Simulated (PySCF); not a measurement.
C₆H₁₂N₂O.
SMILES with atom numbers: `[CH3:1][CH2:2][N:3]1[CH2:4][C@@H:5]([O:6][CH3:7])[CH:8]=[N:9]1` (hydrogens: H10, H11, H12 on C1; H13, H14 on C2; H15, H16 on C4; H17 on C5; H18, H19, H20 on C7; H21 on C8)

The same species was optimised twice, with GFN2-xTB and with PBE0-D3(BJ)/def2-SVP (PySCF), and the same property calculations (PySCF, gas phase) were run on both structures.

| coordinate | GFN2-xTB | PBE0-D3(BJ)/def2-SVP | change |
| --- | --- | --- | --- |
| C5–O6 (Å) | 1.418 | 1.404 | -0.014 |
| N3–N9 (Å) | 1.339 | 1.348 | +0.009 |
| C8=N9 (Å) | 1.273 | 1.282 | +0.009 |
| O6–C7 (Å) | 1.403 | 1.394 | -0.009 |
| C1–C2 (Å) | 1.530 | 1.523 | -0.007 |
| N3–C4 (Å) | 1.464 | 1.458 | -0.006 |
| C5–C8 (Å) | 1.518 | 1.513 | -0.005 |
| C4–C5 (Å) | 1.536 | 1.532 | -0.004 |
| C2–N3 (Å) | 1.440 | 1.442 | +0.002 |
| C2–N3–N9 (°) | 117.7 | 116.4 | -1.3 |
| C1–C2–N3 (°) | 113.9 | 114.9 | +1.0 |
| O6–C5–C8 (°) | 114.5 | 115.4 | +0.9 |
| N3–N9–C8 (°) | 111.2 | 110.4 | -0.8 |
| C2–N3–C4 (°) | 121.5 | 121.1 | -0.4 |
| C4–N3–N9 (°) | 111.2 | 110.9 | -0.3 |
| N3–C4–C5 (°) | 103.7 | 103.5 | -0.2 |
| C4–C5–O6 (°) | 109.3 | 109.4 | +0.1 |
| C1–C2–N3–C4 (°) | -69 | -70 | -1 |
| C4–C5–O6–C7 (°) | -173 | -171 | +2 |

Rotational constants: A = 3507, B = 963.8, C = 902.1 MHz (GFN2-xTB) against A = 3732, B = 933.3, C = 879.3 MHz (PBE0-D3(BJ)/def2-SVP). Point groups within 0.08 Å: C1 and C1.

On the GFN2-xTB structure: HOMO (eV) -5.81 [PBE0/pcSseg-1]; LUMO (eV) 0.22 [PBE0/pcSseg-1]; dipole (D) 1.51 [PBE0/pcSseg-1]; GIAO shielding of C1 (ppm) 175.9 [PBE0/pcSseg-1]; GIAO shielding of C2 (ppm) 138.6 [PBE0/pcSseg-1]; GIAO shielding of N3 (ppm) 117.1 [PBE0/pcSseg-1]; GIAO shielding of C4 (ppm) 131.6 [PBE0/pcSseg-1]; GIAO shielding of C5 (ppm) 97.1 [PBE0/pcSseg-1]; GIAO shielding of O6 (ppm) 279.8 [PBE0/pcSseg-1]; GIAO shielding of C7 (ppm) 129.0 [PBE0/pcSseg-1]; GIAO shielding of C8 (ppm) 54.8 [PBE0/pcSseg-1].

Question: What do these properties become on the PBE0-D3(BJ)/def2-SVP structure?

Answer: 
```tsv
property	level	on GFN2-xTB	on PBE0-D3(BJ)/def2-SVP	change
HOMO (eV)	PBE0/pcSseg-1	-5.81	-5.87	-0.06
LUMO (eV)	PBE0/pcSseg-1	0.22	0.13	-0.09
dipole (D)	PBE0/pcSseg-1	1.51	1.53	+0.02
energy, GFN2-xTB geometry as zero (kcal/mol)	PBE0/pcSseg-1	0.0	-0.6	-0.6
GIAO shielding of C1 (ppm)	PBE0/pcSseg-1	175.9	174.9	-1.0
GIAO shielding of C2 (ppm)	PBE0/pcSseg-1	138.6	137.8	-0.8
GIAO shielding of N3 (ppm)	PBE0/pcSseg-1	117.1	116.7	-0.4
GIAO shielding of C4 (ppm)	PBE0/pcSseg-1	131.6	130.0	-1.6
GIAO shielding of C5 (ppm)	PBE0/pcSseg-1	97.1	97.1	0.0
GIAO shielding of O6 (ppm)	PBE0/pcSseg-1	279.8	288.1	+8.3
GIAO shielding of C7 (ppm)	PBE0/pcSseg-1	129.0	127.7	-1.3
GIAO shielding of C8 (ppm)	PBE0/pcSseg-1	54.8	49.8	-5.0
```

The heavy atoms differ by 0.087 Å rms after alignment. Among bonds between heavy atoms C5–O6 changes most (-0.014 Å). Changes are differences of the printed values. Neither structure is proved a minimum here.
